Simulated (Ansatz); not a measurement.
Total energies of NbF₄ from Ansatz at PBE-D4/def2-TZVP, gas phase (1 Eh = 27.2114 eV = 2625.5 kJ/mol). The reference geometry is relaxed at PBE0-D4/def2-SVP.

| state | geometry | energy (Eh) |
| --- | --- | --- |
| charge 0 doublet | reference | -456.44220 |
| charge 1 singlet | reference | -456.12927 |
| charge 1 singlet | relaxed at PBE0-D4/def2-SVP | -456.15469 |
| free Nb atom (sextet) | – | -56.83927 |
| free F atom (doublet) | – | -99.66912 |

In the def2 sets Nb takes a core potential; there is no spin–orbit coupling.

Problem. Work out the vertical ionisation energy to the singlet.

Solution. E(charge 1 singlet) − E(charge 0 doublet) = -456.12927 − (-456.44220) = 0.31293 Eh = 8.52 eV. For comparison, −ε of the highest occupied level of the spin that leaves is 4.87 eV at this level, 3.65 eV less.

Problem. How much does the charge 1 singlet relax, and what is the adiabatic ionisation energy?

Solution. Relaxation: -456.12927 − (-456.15469) = 0.02542 Eh = 0.69 eV. Adiabatic ionisation energy: 0.28751 Eh = 7.82 eV, without zero-point energy. 

Problem. What is the binding energy per atom against free atoms?

Solution. Atoms: 1 × (-56.83927) + 4 × (-99.66912) = -455.51575 Eh. Binding: -455.51575 − (-456.44220) = 0.92645 Eh = 25.21 eV, or 5.04 eV for each of 5 atoms (no zero-point energy, no counterpoise term).
